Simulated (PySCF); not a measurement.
Ionisation energy of Cd by level of theory

Cd [Kr] 4d10 5s2 (1S) → Cd⁺ [Kr] 4d10 5s1 (2S), as a difference of total energies. All numbers are calculated (PySCF 2.14, a scalar-relativistic core potential, in def2-TZVPPD with the def2 core potential (28 electrons) (6s4p3d2f1g, 56 functions)). Correlated levels: valence and next inner shell: nothing frozen outside the core potential. The calculations carry no spin-orbit coupling.

```tsv
method	ionisation energy (eV)	error (eV)
UHF	7.338	-1.656
MP2 (valence and next inner shell)	8.810	-0.184
SCS-MP2 (valence and next inner shell)	8.756	-0.238
CCSD (valence and next inner shell)	8.665	-0.329
CCSD(T) (valence and next inner shell)	8.786	-0.208
```

Reference: 8.994 eV (measured; NIST Atomic Spectra Database, ionization energies).

Errors of the correlated levels include the incompleteness of this basis.
